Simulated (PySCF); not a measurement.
Two species compared at the same levels of theory.

First species: C5H12N2Si.
SMILES: `C=CCN([SiH3])/N=C/C`

Second species: C4H13P3Si.
InChI=1S/C4H13P3Si/c1-4(2,3)6-5-7(6)8/h5H,1-3,8H3

Levels: PBE0/pcSseg-1 for dipole moment, HOMO energy, LUMO energy and HOMO–LUMO gap; GFN2-xTB for rotational constant A and rotational constant C. Geometries: GFN2-xTB. All species are isolated and taken at one optimised geometry, non-relativistic unless stated; the electronic structure was computed with PySCF and density fitting.

The conformers computed, where there is a choice (atom-mapped SMILES and torsion angles):
- `[CH2:1]=[CH:2][CH2:3][N:4]([SiH3:5])/[N:6]=[CH:7]/[CH3:8]`: C1–C2–C3–N4 -123°, C2–C3–N4–Si5 79°, C3–N4–N6–C7 171°
- `[CH3:1][C:2]([CH3:3])([CH3:4])[p:5]1[pH:6][p:7]1[SiH3:8]`: C1–C2–P5–P6 14°

| property | column X | column Y |
| --- | --- | --- |
| dipole moment | 0.77 D | 0.88 D |
| HOMO energy | -6.96 eV | -6.14 eV |
| LUMO energy | -0.66 eV | 0.11 eV |
| HOMO–LUMO gap | 6.30 eV | 6.25 eV |
| rotational constant A | 1.817 GHz | 2.496 GHz |
| rotational constant C | 0.604 GHz | 0.779 GHz |

Q: Which column belongs to which species?

A: Column X is the second species and column Y the first. The first has 20 atoms and 70 electrons, the second 21 and 96.

Q: How does each property change from the first species to the second?

A: dipole moment -0.11 D; HOMO energy -0.82 eV; LUMO energy -0.77 eV; HOMO–LUMO gap +0.05 eV; rotational constant A -0.679 GHz; rotational constant C -0.175 GHz.

On the first: In atomic units the dipole is 0.35 e·bohr (1 au = 2.5417 D).

On the second: A dipole of 0.77 D is allowed in C1, and pure rotational transitions are dipole-allowed. The dipole equals about 2.6 × 10⁻³⁰ C·m (1 D = 3.33564 × 10⁻³⁰ C·m).
